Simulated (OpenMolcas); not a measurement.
# What dynamic correlation does to the levels of F IV

| Item | Value |
| --- | --- |
| Program | OpenMolcas 26.06 |
| Basis | ANO-RCC [8s7p4d3f2g] |
| Scalar Hamiltonian | DKH2, point nucleus |
| Active space | 4 electrons in 8 orbitals (2s 2p 3s 3p) |
| State averaging | 2S+1 = 3 even, 3 roots; 2S+1 = 1 even, 6 roots; 2S+1 = 5 odd, 1 root; 2S+1 = 3 odd, 9 roots; 2S+1 = 1 odd, 8 roots |
| Spin-orbit coupling | RASSI with atomic mean-field integrals over the reference wave functions, term energies averaged over their components |

Methods on the same reference wave functions:
A. CASSCF
B. SS-CASPT2, IPEA 0.25 Eh, imaginary shift 0.1 Eh (closed shells correlated: 1s)
C. XMS-CASPT2, IPEA 0.25 Eh, imaginary shift 0.1 Eh (closed shells correlated: 1s)

Energies in cm-1 above 2s2 2p2 3P0, the measured ground level; measured values from Moore, Atomic Energy Levels, vol. I, NSRDS-NBS 35 (1971 reprint of NBS Circular 467, 1949).

```json
{"Level": "2s2 2p2 3P0", "A": "0.0", "B": "0.0", "C": "0.0", "Measured": "0.0"}
{"Level": "2s2 2p2 3P1", "A": "218", "B": "218", "C": "218", "Measured": "225"}
{"Level": "2s2 2p2 3P2", "A": "637", "B": "637", "C": "636", "Measured": "613"}
{"Level": "2s2 2p2 1D2", "A": "27905", "B": "25470", "C": "25450", "Measured": "25241"}
{"Level": "2s2 2p2 1S0", "A": "49545", "B": "53270", "C": "53610", "Measured": "53544"}
{"Level": "2s 2p3 5S* 2", "A": "63816", "B": "72860", "C": "73220", "Measured": ""}
{"Level": "2s 2p3 3D* 1", "A": "150946", "B": "146780", "C": "147000", "Measured": "147902"}
{"Level": "2s 2p3 3D* 2", "A": "150951", "B": "146780", "C": "147010", "Measured": "147889"}
{"Level": "2s 2p3 3D* 3", "A": "150964", "B": "146790", "C": "147020", "Measured": "147842"}
{"Level": "2s 2p3 3P* 0", "A": "176180", "B": "174940", "C": "175240", "Measured": ""}
{"Level": "2s 2p3 3P* 1", "A": "176189", "B": "174950", "C": "175250", "Measured": "175242"}
{"Level": "2s 2p3 3P* 2", "A": "176208", "B": "174970", "C": "175270", "Measured": "175237"}
{"Level": "2s 2p3 1D* 2", "A": "243241", "B": "229570", "C": "229850", "Measured": ""}
{"Level": "2s 2p3 3S* 1", "A": "249499", "B": "238230", "C": "238580", "Measured": ""}
{"Level": "2s 2p3 1P* 1", "A": "268115", "B": "257310", "C": "257630", "Measured": "257390"}
```

Deviations, from unrounded energies. A percentage is the sum of absolute deviations over the sum of measured energies, with the sign that they share, or ± where signs differ.

```
                        Against measurement  Levels     A     B     C
             mean absolute deviation (cm-1)      10  2900   450   320
      fine structure of the ground term (%)       2  ±3.7  ±3.6  ±3.6
other terms of the ground configuration (%)       2  ±8.5  ±0.6  +0.4
                   other configurations (%)       6  +2.1  -0.4  ±0.3
```

C lies closest to measurement on these levels and A furthest from it. The largest miss of C in the table is 2s 2p3 3D* 1, by -900 cm-1. The ranking rests on the paired levels alone, and a cruder setting can come out closer through cancelling errors.

Between B and C the level of the table that moves most is 2s 2p3 5S* 2, by 350 cm-1 (lowest in B, highest in C). Moves below CASPT2's spread within the term are not significant.

The mean deviations of B to C differ by less than CASPT2's widest spread within a term (150 cm-1), so their order carries little weight.

From A to B the spin-free energies of the other terms of 2s2 2p2 shown, above 3P, scale by factors of 0.91 to 1.08.

The lowest spin-free term lies below A's lowest term by 0.104 hartree in B, 0.106 hartree in C.

CASPT2 breaks the degeneracy within a term, and the mean is taken; among the terms shown or strongly mixed into the levels shown the widest spread is 150 cm-1 (2s 2p3 3D*, C). Active for correlation alone: 3p 3s; no level in the range computed is led by a configuration that fills them, so any true level of that kind is missing. Computed and measured levels are paired by configuration, term and J; levels that our copy of the source lacks, or whose pairing is in doubt (as where it misses far off the trend of its configuration), stay unpaired and out of the deviations. Only configurations of the active space appear.

* marks odd parity.
